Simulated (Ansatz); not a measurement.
Consider the formal exchange of groups at the Al–C bond: `[CH3][Al]([SiH3])[CH2]O` + `OBS` → `[CH3][Al]([SiH3])[BH]O` + `OCS`.

Calculated with Ansatz (gas phase, PBE0-D4/def2-TZVP geometries, no zero-point term in ΔE). CCSD(T)/CBS is the MP2 limit (def2-TZVPP, def2-QZVPP) plus CCSD(T) − MP2 in def2-TZVPP, frozen cores. DFT in def2-TZVPP. B3LYP here is the variant with VWN-RPA as its local correlation; programs differ in this. Each species was taken in one conformer, which may not be the lowest.

```csv
level,ΔE (kJ/mol)
B3LYP-D4,147.1
ωB97M-V,147.9
PBE0,143.0
HF/def2-TZVPP,148.7
```

Question: What does CCSD(T)/CBS give? (An estimate is asked.)

Answer: The calculation gave: +144.3 kJ/mol. The listed levels differ from it by 2.8, 3.6, -1.3, 4.4 kJ/mol.

Largest T1 diagnostic among the species: 0.014.

From PBE to PBE0 (25 % exact exchange), in def2-TZVPP and without D4, ΔE moves by +3.1 kJ/mol.
